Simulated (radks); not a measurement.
Mn III, configuration [Ar] 3d5 (the NIST ground configuration).

All-electron calculation, Dirac Kohn-Sham, LDA (Slater exchange, Perdew-Wang correlation), spin-unpolarised, spherical densities, finite nucleus; open shells fill j = l - 1/2 first; Fermi nuclear charge, rms radius 3.7057 fm. Program: a radial shooting solver on a logarithmic mesh with Libxc functionals.

Energy parts (hartree):
| part | energy |
|---|---|
| total | -1155.26631 |
| kinetic | 1169.53516 |
| electron-nucleus | -2747.39041 |
| Hartree | 471.95683 |
| exchange-correlation | -49.36789 |

Orbitals (lengths in bohr, moments of r in powers of bohr; <r^-3> diverges for s and p1/2; r(90%) holds 90 % of the orbital's charge):
orbital  occ.  eigenvalue (hartree)  <r^-3>  r(90%)      <r>  <1/r>  small-component weight
1s1/2       2             -236.3455       -   0.109  0.06101  24.88                8.04e-03
2s1/2       2             -27.91372       -   0.434   0.2799  5.311                1.46e-03
2p1/2       2             -24.03928       -   0.403   0.2454  5.262                1.44e-03
2p3/2       4             -23.65685   408.5   0.407   0.2483  5.175                1.42e-03
3s1/2       2              -3.79432       -    1.28   0.8538  1.662                3.15e-04
3p1/2       2              -2.69021       -    1.39   0.8992  1.537                2.78e-04
3p3/2       4              -2.64326   50.45    1.40   0.9083  1.517                2.73e-04
3d3/2       4              -0.90627   4.282    1.97    1.145  1.165                1.73e-04
3d5/2       1              -0.90170   4.212    1.98    1.150  1.160                1.72e-04

The highest occupied level is 3d5/2 at -24.536 eV. The electron density at the nucleus is 1.308e+04 e/bohr^3. For comparison, the ionisation energy in NIST's Atomic Spectra Database is 33.67 eV (measured). In exact Kohn-Sham theory the highest level is minus the ionisation energy, but local and semilocal functionals leave it too shallow, through self-interaction and a potential that decays too fast; potentials with the right tail come closer. The density falls to 0.001 e/bohr^3 at r = 3.09 bohr. Summed over all electrons, <r^2> = 16.62 bohr^2, which gives a Langevin (diamagnetic) susceptibility term of -13.2 x 10^-6 cm^3/mol.

Beside tabulated values, note that spin-unpolarised runs miss the spin-polarisation part of the exchange energy of open shells.
